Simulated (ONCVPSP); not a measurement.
Gd (Z = 64): variants of one ONCV potential

Base potential:

- Element: gadolinium (Gd)
- Generator: ONCVPSP 4.0.1
- Type: optimised norm-conserving Vanderbilt (ONCV)
- Functional: PBE
- Relativity: fully relativistic
- Frozen core: [Kr] 4d10
- Valence charge: 18
- Reference configuration: 4f7 5s2 5p6 5d1 6s2
- Partial waves: 5s+6s: rc 2.00 bohr, ncon 4, nbas 9, qcut 7.9 1/bohr, 2 projectors; 5p: rc 1.85 bohr, ncon 4, nbas 7, qcut 7.3 1/bohr, 3 projectors, debl 0.4 Ha; 5d: rc 2.45 bohr, ncon 4, nbas 8, qcut 3.9 1/bohr, 2 projectors, debl 3.6 Ha; 4f: rc 1.45 bohr, ncon 5, nbas 10, qcut 9.8 1/bohr, 2 projectors, debl 1.5 Ha
- Local potential: polynomial inside 1.15 bohr (lpopt 5, dvloc0 3 Ha)
- Core correction: Teter function, fcfact 2.25, rcfact 1.35

Open shells are filled in proportion to 2j + 1.

In the p channel the program set the typed energies aside and used -0.955, 0.250, 0.650 Ha (j = l + 1/2; the other j can differ).

All-electron outer shells of the reference configuration (PBE, scalar-relativistic, ld1.x):

```
shell  level (eV)  outermost node (bohr)  outermost maximum (bohr)
   4d     -147.72                   0.27                      0.56
   5s      -49.74                   0.65                      1.20
   5p      -27.26                   0.70                      1.35
   4f       -8.70                      –                      0.56
   6s       -4.13                   1.60                      3.37
   5d       -2.53                   0.79                      1.95
```

Cutoffs, loose and tight: the cutoffs (Ha) at which the residual kinetic energy of the hardest occupied pseudo-wave falls to 1 and 0.1 mHa per electron. They do not see the model core or the augmentation charge, which bear on the density cutoff. Test errors are all-electron minus pseudo excitation energies from the reference, over the configurations 4f7 5s2 5p6 5d1 6s1; 4f7 5s2 5p6 5d1 6s0; 4f7 5s2 5p6 5d0 6s0; 4f7 5s2 5p6 5d2 6s1. A dash means not determined; rows that change the core or the reference have their own tests. The largest error is taken over the tests solved by every variant that gives reliable tests at all: 4f7 5s2 5p6 5d1 6s0; 4f7 5s2 5p6 5d1 6s1; 4f7 5s2 5p6 5d2 6s1.

A true bound ghost makes a file unfit for plane-wave use even where its test errors are small: the radial tests pick states by their node count and pass the ghost by.

| change | outcome | cutoff, loose | cutoff, tight | bound ghosts | GHOST(+) flags above zero | largest test error (meV) |
| --- | --- | --- | --- | --- | --- | --- |
| base | generated, projector energies reset by the program | 176 Ha | 206 Ha | none | s, p3/2, d5/2, p1/2, d3/2 | -1.2 |
| core correction Teter function, fcfact 2.25, rcfact 1.7 | generated, projector energies reset by the program | 176 Ha | 206 Ha | none | s, p3/2, d5/2, p1/2, d3/2 | -2.5 |
| d: rc 2.56 | generated, projector energies reset by the program | 176 Ha | 206 Ha | d3/2 | s, p3/2, d5/2, p1/2 | -0.5 |
| reference 4f6.5 5s2 5p6 5d1.5 6s2 | generated, projector energies reset by the program | 178 Ha | 206 Ha | d3/2 | s, p3/2, d5/2, p1/2 | +69 over the solved tests; 1 of 4 tests not solved or not reliable |
| core correction none | generated, projector energies reset by the program | 176 Ha | 206 Ha | none | s, p3/2, d5/2, p1/2, d3/2 | -1.2 |

(1) What comes out with this change to the base: all radii but the core radius scaled by about 1.09 (s 2.18, p 2.02, d 2.68, f 1.58 bohr); local potential polynomial inside 1.26 bohr (lpopt 5, dvloc0 3 Ha)?

Results:

(1) outcome: generated, projector energies reset by the program; cutoff, loose: 57 Ha; cutoff, tight: 160 Ha; bound ghosts: none; GHOST(+) flags above zero: s, d5/2, d3/2; largest test error (meV): -0.8.
